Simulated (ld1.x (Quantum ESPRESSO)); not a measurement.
## molybdenum (Mo): one change to a TM potential, before and after

| Item | Value |
| --- | --- |
| Element | Mo |
| Generator | ld1.x (Quantum ESPRESSO) 7.5 |
| Type | norm-conserving Troullier–Martins (Kleinman–Bylander form) |
| Functional | Wu–Cohen |
| Relativity | scalar-relativistic |
| Frozen core | [Ar] 3d10 |
| Valence charge | 14 |
| Reference configuration | 4s2 4p6 4d4 5s0 5p0 (charge +2) |
| Partial waves | 4s (bound): rc 1.20 bohr; 4p (bound): rc 2.10 bohr; 4d (bound): rc 2.45 bohr |
| Local potential | all-electron potential smoothed inside 1.60 bohr (lloc = -1) |
| Core correction | none |

All-electron outer shells of the reference configuration (Wu–Cohen, scalar-relativistic, ld1.x):

```tsv
shell	level (eV)	outermost node (bohr)	outermost maximum (bohr)
3d	-239.62	–	0.32
4s	-82.73	0.51	0.99
4p	-56.73	0.52	1.06
4d	-20.81	0.53	1.35
5s	-17.59	1.32	2.59
5p	-12.53	1.49	3.12
```

Change: reference 4s2 4p6 4d5 5s0 5p1.

Cutoffs: the cutoffs (Ry, on a coarse ladder) from which the occupation-weighted sum of valence levels, in a spherical-Bessel basis at the reference potential, stays within 10 and 1 mRy of its value at 400 Ry; they do not see the model core or the augmentation charge, which bear on the density cutoff. Errors are all-electron minus pseudo energies relative to the spin-unpolarised reference configuration.

Q: What does the change do?

A: The potential gets neither clearly harder nor softer (90 Ry and 160 Ry → 90 Ry and 160 Ry); the s channel sets the loose cutoff, while the largest relative change is in d, which becomes softer; the range in which the p phases agree widens (upper end -0.7 → 0.4); the range in which the d phases agree widens (upper end 1.0 → 2.2); neither file shows a bound ghost.

| quantity | base | changed |
| --- | --- | --- |
| cutoff, loose | 90 Ry | 90 Ry |
| cutoff, tight | 160 Ry | 160 Ry |
| loose cutoff by channel (10 mRy a level) | s 80 Ry, p 21 Ry, d 30 Ry | s 80 Ry, p 21 Ry, d 25 Ry |
| bound ghosts | none | none |
| largest error over its own tests, meV | -152 | -95 |
| s: phases at 2.63 bohr within 0.05 rad from the reference energy up to (Ry; the scan ends near 5) | 5.0 | to the end of the scan |
| p: phases at 2.63 bohr within 0.05 rad from the reference energy up to (Ry; the scan ends near 5) | -0.7 | 0.4 |
| d: phases at 2.63 bohr within 0.05 rad from the reference energy up to (Ry; the scan ends near 5) | 1.0 | 2.2 |
